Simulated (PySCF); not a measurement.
**Peak assignment**

Numbering as in the mapped SMILES `[CH3:1][CH:2]([CH3:3])[O:4][Si@H:5]([CH3:6])[OH:7]`. Each H is labelled by its parent atom.

[PySCF: GFN2-xTB geometry; shielding tensors at PBE0/pcSseg-1 (GIAO); no solvent model; non-relativistic Hamiltonian; fast rotation and ring inversion assumed for equivalent nuclei; one conformer]

δ = σ(ref) − σ, references computed at the same level: TMS for ¹³C (σref 186.93) and ¹H (σref 31.72).

Q: Assign these signals to the numbered atoms. ¹³C{¹H} NMR (computed): δ 66.0, 27.8, 27.6, 1.2.

A: 
```tsv
δ (ppm)	atoms	environment	reason
66.0	C2	sp3 CH bonded to O	the inductive effect lowers its shielding
27.8	C3	methyl carbon	saturated and bonded to C and H only
27.6	C1	methyl carbon	–
1.2	C6	methyl carbon bonded to Si	an electropositive neighbour leaves it electron-rich and shielded
```

C3 and C1 lie closer than the usual error of such a calculation, so a measured spectrum could show them in the other order.

Q: Assign these signals to the numbered atoms. ¹H NMR (400 MHz, computed): δ 5.16 (q, 1H), 3.97 (m, 1H), 1.71 (br s, 1H), 1.20 (d, 3H), 1.18 (d, 3H), 0.11 (d, 3H).

A: 
```tsv
δ (ppm)	atoms	environment	reason
5.16	H(Si5)	hydrogen on a silicon bonded to C, 2 O	–
3.97	H(C2)	hydrogen on an sp3 CH bonded to O	its carbon carries O, an electronegative neighbour
1.71	H(O7)	hydrogen on an oxygen bonded to Si	exchangeable; this is the value without hydrogen bonding to other molecules
1.20	H(C1)	hydrogen on a methyl carbon	–
1.18	H(C3)	hydrogen on a methyl carbon	–
0.11	H(C6)	hydrogen on a methyl carbon bonded to Si	an electropositive neighbour shields it, as in TMS itself
```

H(C1) and H(C3) lie closer than the usual error of such a calculation, so a measured spectrum could show them in the other order.

The OH or NH signal is concentration- and solvent-dependent in practice; the value given is the gas-phase one. Shifts are as computed. Against solution values, carbons near 30 ppm lie about +3 ppm off and those near 130 ppm about +5 ppm. Of 1211 compounds with measured shifts, 218 miss one by over three times the rms of a fit or turn the order of signals round; such compounds aren't used in these exercises. Multiplicities follow the n + 1 count of equivalent neighbours, as no J values were calculated; m marks all less simple cases, F and P coupling included.
